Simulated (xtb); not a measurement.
xtb input (GFN2-xTB):

```bash
xtb mol.xyz --gfn 2 --sp --chrg 1 --uhf 0
```
mol.xyz:
```
4

F     -0.59245173     1.08365604     0.04027129
C      0.00000000    -0.00000000     0.00000000
F     -0.64286993    -1.05424444    -0.04709727
F      1.23532166    -0.02941160     0.00682598
```

Output:

```
           -------------------------------------------------
          |                Calculation Setup                |
           -------------------------------------------------

           -------------------------------------------------
          |                 G F N 2 - x T B                 |
           -------------------------------------------------

        Reference                      10.1021/acs.jctc.8b01176
      * Hamiltonian:
        H0-scaling (s, p, d)           1.850000    2.230000    2.230000
        zeta-weighting                 0.500000
      * Dispersion:
        s8                             2.700000
        a1                             0.520000
        a2                             5.000000
        s9                             5.000000
      * Repulsion:
        kExp                           1.500000    1.000000
        rExp                           1.000000
      * Coulomb:
        alpha                          2.000000
        third order                    shell-resolved
        anisotropic                    true
        a3                             3.000000
        a5                             4.000000
        cn-shift                       1.200000
        cn-exp                         4.000000
        max-rad                        5.000000

          ...................................................
          :                      SETUP                      :
          :.................................................:
          :  # basis functions                  16          :
          :  # atomic orbitals                  16          :
          :  # shells                            8          :
          :  # electrons                        24          :
          :  max. iterations                   250          :
          :  Hamiltonian                  GFN2-xTB          :
          :  restarted?                      false          :
          :  GBSA solvation                  false          :
          :  PC potential                    false          :
          :  electronic temp.          300.0000000     K    :
          :  accuracy                    1.0000000          :
          :  -> integral cutoff          0.2500000E+02      :
          :  -> integral neglect         0.1000000E-07      :
          :  -> SCF convergence          0.1000000E-05 Eh   :
          :  -> wf. convergence          0.1000000E-03 e    :
          :  Broyden damping             0.4000000          :
          :  net charge                          1          :
          :  unpaired electrons                  0          :
          ...................................................

 iter      E             dE          RMSdq      gap      omega  full diag
   1    -15.7705702 -0.157706E+02  0.537E+00    6.68       0.0  T
   2    -15.7863495 -0.157793E-01  0.273E+00    5.84       1.0  T
   3    -15.7872236 -0.874111E-03  0.151E+00    6.15       1.0  T
   4    -15.7881526 -0.929037E-03  0.790E-02    6.00       1.0  T
   5    -15.7881583 -0.565130E-05  0.319E-02    5.98       1.6  T
   6    -15.7881621 -0.384197E-05  0.104E-03    5.98      48.0  T
   7    -15.7881621  0.339990E-08  0.101E-03    5.98      49.6  T
   8    -15.7881621 -0.342532E-08  0.420E-06    5.98   11902.8  T
   9    -15.7881621 -0.639488E-13  0.277E-07    5.98  100000.0  T

   *** convergence criteria satisfied after 9 iterations ***

         #    Occupation            Energy/Eh            Energy/eV
      -------------------------------------------------------------
         1        2.0000           -1.2751238             -34.6979
       ...           ...                  ...                  ...
         6        2.0000           -1.0038760             -27.3169
         7        2.0000           -1.0038760             -27.3169
         8        2.0000           -0.9220195             -25.0894
         9        2.0000           -0.9220195             -25.0894
        10        2.0000           -0.9185409             -24.9948
        11        2.0000           -0.9185409             -24.9948
        12        2.0000           -0.9131245             -24.8474 (HOMO)
        13                         -0.6932271             -18.8637 (LUMO)
        14                         -0.1923515              -5.2342
        15                          0.0505994               1.3769
        16                          0.0505994               1.3769
      -------------------------------------------------------------
                  HL-Gap            0.2198975 Eh            5.9837 eV
             Fermi-level           -0.8031758 Eh          -21.8555 eV

 SCC (total)                   0 d,  0 h,  0 min,  0.004 sec
 SCC setup                      ...        0 min,  0.000 sec (  3.226%)
 Dispersion                     ...        0 min,  0.000 sec (  0.923%)
 classical contributions        ...        0 min,  0.000 sec (  0.715%)
 integral evaluation            ...        0 min,  0.000 sec ( 11.507%)
 iterations                     ...        0 min,  0.003 sec ( 60.434%)
 molecular gradient             ...        0 min,  0.001 sec ( 17.724%)
 printout                       ...        0 min,  0.000 sec (  5.070%)

         :::::::::::::::::::::::::::::::::::::::::::::::::::::
         ::                     SUMMARY                     ::
         :::::::::::::::::::::::::::::::::::::::::::::::::::::
         :: total energy             -15.710870919338 Eh    ::
         :: gradient norm              0.003672428276 Eh/a0 ::
         :: HOMO-LUMO gap              5.983715156746 eV    ::
         ::.................................................::
         :: SCC energy               -15.788162082923 Eh    ::
         :: -> isotropic ES            0.218228438636 Eh    ::
         :: -> anisotropic ES          0.013765825291 Eh    ::
         :: -> anisotropic XC         -0.014614144332 Eh    ::
         :: -> dispersion             -0.000775937594 Eh    ::
         :: repulsion energy           0.077291163585 Eh    ::
         :: add. restraining           0.000000000000 Eh    ::
         :: total charge               1.000000000000 e     ::
         :::::::::::::::::::::::::::::::::::::::::::::::::::::

           -------------------------------------------------
          |                Property Printout                |
           -------------------------------------------------

    * Orbital Energies and Occupations

         #    Occupation            Energy/Eh            Energy/eV
      -------------------------------------------------------------
         1        2.0000           -1.2751238             -34.6979
         2        2.0000           -1.2674711             -34.4896
         3        2.0000           -1.2674711             -34.4896
         4        2.0000           -1.0420400             -28.3554
         5        2.0000           -1.0304567             -28.0402
         6        2.0000           -1.0038760             -27.3169
         7        2.0000           -1.0038760             -27.3169
         8        2.0000           -0.9220195             -25.0894
         9        2.0000           -0.9220195             -25.0894
        10        2.0000           -0.9185409             -24.9948
        11        2.0000           -0.9185409             -24.9948
        12        2.0000           -0.9131245             -24.8474 (HOMO)
        13                         -0.6932271             -18.8637 (LUMO)
        14                         -0.1923515              -5.2342
        15                          0.0505994               1.3769
        16                          0.0505994               1.3769
      -------------------------------------------------------------
                  HL-Gap            0.2198975 Eh            5.9837 eV
Note: The following floating-point exceptions are signalling: IEEE_DENORMAL
normal termination of xtb
             Fermi-level           -0.8031758 Eh          -21.8555 eV

     #   Z          covCN         q      C6AA      α(0)
     1   9 F        0.792     0.125     8.369     3.417
     2   6 C        2.355     0.626    17.698     6.844
     3   9 F        0.792     0.125     8.369     3.417
     4   9 F        0.792     0.125     8.369     3.417

 Mol. C6AA /au·bohr⁶  :        163.235047
 Mol. C8AA /au·bohr⁸  :       3362.705532
 Mol. α(0) /au        :         17.096132

Wiberg/Mayer (AO) data.
largest (>0.10) Wiberg bond orders for each atom

 ---------------------------------------------------------------------------
     #   Z sym  total        # sym  WBO       # sym  WBO       # sym  WBO
 ---------------------------------------------------------------------------
     1   9 F    1.569 --     2 C    1.296     3 F    0.136     4 F    0.136
     2   6 C    3.888 --     3 F    1.296     4 F    1.296     1 F    1.296
     3   9 F    1.569 --     2 C    1.296     4 F    0.136     1 F    0.136
     4   9 F    1.569 --     2 C    1.296     3 F    0.136     1 F    0.136
 ---------------------------------------------------------------------------

Topologies differ in total number of bonds
Writing topology from bond orders to xtbtopo.mol

molecular dipole:
                 x           y           z       tot (Debye)
 q only:        0.000      -0.000      -0.000
   full:        0.000      -0.000      -0.000       0.000
molecular quadrupole (traceless):
                xx          xy          yy          xz          yz          zz
 q only:        0.509      -0.000       0.507       0.010       0.062      -1.016
  q+dip:       -0.356       0.000      -0.355      -0.007      -0.043       0.711
   full:       -0.684       0.001      -0.680      -0.013      -0.083       1.364

           -------------------------------------------------
          | TOTAL ENERGY              -15.710870919338 Eh   |
          | GRADIENT NORM               0.003672428276 Eh/α |
          | HOMO-LUMO GAP               5.983715156746 eV   |
           -------------------------------------------------

------------------------------------------------------------------------
------------------------------------------------------------------------
 total:
 SCF:
```
